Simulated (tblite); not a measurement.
C₄H₈O₂Si₃.
Structure used (GFN2-xTB), in Å, numbered top down from 1:
```xyz
17
C4H8O2Si3 angstrom
C      3.6338    1.9163   -0.1328
C      2.8725    1.0511    0.2092
Si     1.6971   -0.2674    0.7635
C     -0.0981    0.2258    0.5498
C     -0.7272   -0.5133   -0.3724
O     -2.0208   -0.3804   -0.7324
Si    -3.2070    0.6285   -0.2659
Si     0.3684   -1.8325   -1.1928
O      1.7222   -1.4964   -0.3436
H      4.3019    2.6698   -0.4389
H      2.0863   -0.8657    2.0369
H     -0.6113    1.0114    1.0863
H     -2.8561    2.0232   -0.5411
H     -4.2767    0.1269   -1.1142
H     -3.4942    0.4861    1.1639
H     -0.0287   -3.1985   -0.8745
H      0.6309   -1.5728   -2.6025
```

Computed with GFN2-xTB (tblite): harmonic, unscaled wavenumbers at the GFN2-xTB geometry, gas phase. This tight-binding method is rough: wavenumbers can miss measured ones by several per cent, in bad cases by 10 to 20. Modes of hydrogen on silicon can be 10 to 20 % off. One conformer, not necessarily the lowest.

Harmonic wavenumbers (cm⁻¹): 42.1, 61.5, 80.0, 111.6, 122.1, 158.1, 203.6, 268.5, 278.3, 292.8, 357.0, 368.7, 419.1, 535.3, 565.0, 572.3, 595.1, 601.8, 611.5, 634.3, 662.8, 677.8, 682.9, 709.8, 756.6, 758.0, 795.7, 805.5, 808.8, 820.2, 828.2, 854.3, 912.5, 1182.0, 1233.6, 1569.8, 2210.9, 2232.1, 2259.2, 2275.1, 2296.6, 2312.8, 2343.1, 3052.1, 3351.6.

A = 1689, B = 581.5, C = 476.3 MHz; mass 171.983 u (most abundant isotopes); point group C1, symmetry number 1.

Q: Zero-point energy?

A: ½Σν̃ = 21635 cm⁻¹ = 61.86 kcal/mol.

Q: What is S at 350 K and 1 bar for an ideal gas of classical rigid rotors and harmonic oscillators?

A: Translation 42.16, rotation 31.39, vibration 45.52: S = 119.1 cal/(mol K).

Q: And Cp and H(350 K) − H(0)?

A: Cp = 53.31 cal/(mol K), of which vibrations give 45.36 (their classical limit is 45 R = 89.4); H(350 K) − H(0) = 11.10 kcal/mol without the zero-point energy, 8.32 from vibrations.

Q: Which modes carry the vibrational entropy at 350 K?

A: 42.1 cm⁻¹: 5.48; 61.5 cm⁻¹: 4.73; 80.0 cm⁻¹: 4.21; 111.6 cm⁻¹: 3.55; 122.1 cm⁻¹: 3.38; 158.1 cm⁻¹: 2.88 cal/(mol K); the other 39 give 21.30 together.

Q: How do the functions run with temperature in this model?

A: 
```json
{"T (K)": "100", "S (cal/(mol K))": "75.0", "Cp (cal/(mol K))": "21.9", "H − H(0) (kcal/mol)": "1.47", "G − H(0) (kcal/mol)": "-6.03", "ln q(vib)": "2.35"}
{"T (K)": "200", "S (cal/(mol K))": "94.3", "Cp (cal/(mol K))": "35.6", "H − H(0) (kcal/mol)": "4.33", "G − H(0) (kcal/mol)": "-14.52", "ln q(vib)": "5.77"}
{"T (K)": "300", "S (cal/(mol K))": "111.2", "Cp (cal/(mol K))": "48.3", "H − H(0) (kcal/mol)": "8.56", "G − H(0) (kcal/mol)": "-24.81", "ln q(vib)": "9.23"}
{"T (K)": "500", "S (cal/(mol K))": "140.0", "Cp (cal/(mol K))": "64.0", "H − H(0) (kcal/mol)": "19.97", "G − H(0) (kcal/mol)": "-50.05", "ln q(vib)": "15.94"}
{"T (K)": "800", "S (cal/(mol K))": "173.1", "Cp (cal/(mol K))": "76.3", "H − H(0) (kcal/mol)": "41.21", "G − H(0) (kcal/mol)": "-97.26", "ln q(vib)": "24.87"}
{"T (K)": "1000", "S (cal/(mol K))": "190.7", "Cp (cal/(mol K))": "81.3", "H − H(0) (kcal/mol)": "57.00", "G − H(0) (kcal/mol)": "-133.69", "ln q(vib)": "30.07"}
```

q(vib) and H(0) count from the zero-point level.

Q: What must be added to the electronic energy to get the Gibbs energy at 350 K and 1 bar?

A: ZPE + [H(350 K) − H(0)] − T·S = 61.86 + 11.10 − 41.67 = 31.29 kcal/mol.

Hindered rotation and anharmonicity are outside this model. Other conformers, if any are populated, would add a mixing term that is left out. The structure is chiral; the term R ln 2 for an equal mix with its mirror image is left out.

Time: 1.6 s wall. Hardware: Arm Neoverse N1, one thread, no GPU, on a shared host. The figure is for the frequency step alone.
